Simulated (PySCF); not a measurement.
Spectrum to structure. Computed, not measured: TDDFT CAM-B3LYP/def2-SVPD, vertical, gas phase, core orbitals frozen in the response in PySCF 2.14.0, density-fitted response routines. Geometries: PBE0-D3(BJ)/def2-SVP, one conformer each. Relativistic effects are left out although some hold elements past zinc.

```tsv
state	λ (nm)	f
S1	179.3	0.037
S2	172.2	0.026
S3	171.7	0.050
S4	170.0	0.022
S5	164.9	0.022
S6	164.1	0.025
S7	162.9	0.040
S8	156.5	0.062
S9	153.2	0.039
S10	151.8	0.0056
```

**Question.** Which structure fits? All have the formula C6H14Ge.
A. `C[C@H]1CCC[CH2][GeH2]1`
B. `C[CH2][GeH]1[CH2]CC[CH2]1`
C. `C[C@H]1CC[CH2][GeH2][CH2]1`
D. `CC[C@@H]1C[CH2][Ge@H]1[CH3]`

**Answer.** D. Its S1, at 6.91 eV, is the lowest among the candidates; the nearest of the others has S1 at 7.18 eV. S1 is HOMO→LUMO+1 (54%), HOMO→LUMO (20%), HOMO-1→LUMO+1 (13%). Löwdin shares by element: HOMO carbon 47% or more, germanium 20% (atoms not listed hold the other 33%); LUMO germanium 31%, carbon 21% or more, hydrogen 18% or more (atoms not listed hold the other 31%). At the same level the other candidates give, for their lowest levels:
- `C[CH2][GeH]1[CH2]CC[CH2]1`: 168 nm (f 0.013); 165 nm (f 0.017); 162 nm (f 0.006); 160 nm (f 0.017); 157 nm (f 0.059); T1 7.18 eV; HOMO -8.90, LUMO 1.29 eV
- `C[C@H]1CC[CH2][GeH2][CH2]1`: 168 nm (f 0.007); 163 nm (f 0.027); 155 nm (f 0.026); 154 nm (f 0.041); 152 nm (f 0.088); T1 7.18 eV; HOMO -8.90, LUMO 1.24 eV
- `C[C@H]1CCC[CH2][GeH2]1`: 173 nm (f 0.002); 167 nm (f 0.013); 158 nm (f 0.020); 157 nm (f 0.020); 156 nm (f 0.055); T1 6.98 eV; HOMO -8.68, LUMO 1.23 eV

Shape of the structure used: `[CH3:1][CH2:2][C@@H:3]1[CH2:4][CH2:5][Ge@H:6]1[CH3:7]`: C1–C2–C3–C4 -64°.
Triplets come from the Tamm–Dancoff approximation.
